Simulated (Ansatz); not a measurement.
Ca3⁺, relaxed as a doublet with UKS PBE0/def2-TZVP in Ansatz, starting from the GFN2-xTB geometry. Force threshold 0.02 eV/Å.

The structure comes from a short search, and lower isomers may exist.

Start:

Cartesian coordinates in Å:
```
Ca 1.353 -0.589 -1.581
Ca 0.230 -0.136 2.146
Ca -1.584 0.725 -0.566
```

(1) Estimate the energy that the relaxation releases and the steps that it takes.

(2) Does the start keep its bonding and symmetry?

(3) Predict the relaxed structure.

Results:

(1) 4.7 kcal/mol, in 5 steps; 40 s on 4 threads of Arm Neoverse V1 on a shared host. No frequencies were taken in this run, so the end may be a saddle point.

(2) By distances, no bond broke or formed. The bond that changes most is Ca1–Ca2, from 3.92 to 4.33 Å (atoms count from 1). Point group C2v at the start, C2v at the end, both within 0.05 Å.

(3) 
Cartesian coordinates in Å:
```
Ca 1.4947 -0.6504 -1.7485
Ca 0.2524 -0.1494 2.3723
Ca -1.7471 0.7998 -0.6238
```
Bond lengths (bridged metal pairs left out): 2 × Ca–Ca 3.73 Å.
